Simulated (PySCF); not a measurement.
**Which determinant of ZnN lies lowest?**

Unrestricted PBE0; Zn cc-pVDZ-PP with ECP10, N cc-pVDZ; scalar-relativistic core potentials (PySCF 2.14). Outer shells of the fragments: Zn 3d10 4s2; N 2s2 2p3.

Followed along the bond (rough minima from three points):

```csv
2Ms+1,unpaired,⟨S²⟩ at the start,R at minimum (Å),Te (eV)
4,"σ ↑, π ↑↑",3.76,2.06,0.00
2,"σ ↓, π ↑↑",1.76,1.96,0.45
2,"σ ↑, π ↑↓",1.76,1.99,0.82
2,π ↑,1.09,1.80,0.86
```

Solutions found at the starting distance of 1.845 Å, counted from the lowest of them; the search is not exhaustive and high or unbound solutions are not listed, so other states can lie among these:

```tsv
2Ms+1	unpaired	term	E (eV)	⟨S²⟩	⟨Lz²⟩	μ (D)
4	σ ↑, π ↑↑	⁴Σ⁻	0.00	3.76	0.00	-0.91
2	σ ↓, π ↑↑	mixed	0.37	1.76	0.00	-1.30
2	π ↑	mixed	0.72	1.09	1.01	-3.41
2	σ ↑, π ↑↓	mixed	0.76	1.76	2.01	-1.13
4	σ ↑↑, π ↑	⁴Π	1.97	3.76	1.02	-1.91
2	σ ↑	mixed	2.39	0.76	2.00	-1.14
4	π ↑↑↑	⁴Π	3.83	3.76	1.00	-1.89
2	π ↑	²Π	4.80	0.75	1.01	3.57
4	π ↑↑↑	⁴Π	9.46	3.76	1.00	-0.64
4	π ↑↑, δ ↑	⁴Δ	9.63	3.76	4.00	-0.74
```

A term symbol is given only where ⟨S²⟩ and ⟨Lz²⟩ are close to those of a pure state; real π, δ and φ orbitals otherwise mix terms. A positive dipole means Zn(−)N(+).

Task: Compare the gap between the two lowest followed solutions at the starting distance with the gap between their minima.

Result: At PBE0 the second solution (Ms = 0.5 of mixed spin, unpaired electrons σ ↓, π ↑↑) lies +0.37 eV from the first (quartet, unpaired electrons σ ↑, π ↑↑) at 1.845 Å and +0.45 eV at the minima; the two curves relax by different amounts, since their minima lie near 1.96 and 2.06 Å.
